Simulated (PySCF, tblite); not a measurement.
Bond stretch in SiH (cation, charge +1), singlet.

Levels of theory: GFN2-xTB, 300 K electronic temperature (tblite); UCCSD(T) = CCSD(T) on UHF/cc-pVTZ, 5 core orbitals frozen (PySCF).

Energies relative to the lowest point of each curve near equilibrium, in eV; the last columns give the difference from UCCSD(T):

```csv
R / Å,GFN2-xTB,UCCSD(T),GFN2-xTB − UCCSD(T)
1.23,1.164,1.017,0.146
1.30,0.516,0.510,0.006
1.37,0.179,0.203,-0.024
1.43,0.043,0.061,-0.017
1.46,0.012,0.022,-0.011
1.52,0.000,0.000,0.000
1.56,0.020,0.018,0.002
1.63,0.093,0.098,-0.005
1.65,0.121,0.131,-0.010
1.78,0.346,0.411,-0.066
1.86,0.508,0.624,-0.116
2.05,0.932,1.174,-0.242
2.29,1.483,1.861,-0.377
2.53,2.009,2.438,-0.429
2.74,2.422,2.819,-0.397
3.03,2.892,3.130,-0.238
3.30,3.214,3.276,-0.062
3.76,—,3.308,—
4.14,—,3.321,—
4.57,—,3.328,—
5.37,—,3.333,—
6.04,—,3.335,—
```

GFN2-xTB is furthest from UCCSD(T) at 2.53 (-0.429 eV, below); its mean absolute difference over the points is 0.126 eV.

Dashes: no converged value, or the column stops at the first point that the program doubted or that broke a chosen test of continuity, which isn't proof of a fault.

The unrestricted determinant behind UCCSD(T) is spin-contaminated at 1.23 to 1.65, 2.05 to 6.04 Å (<S²> up to 1.0, against 0.00 for a pure singlet).
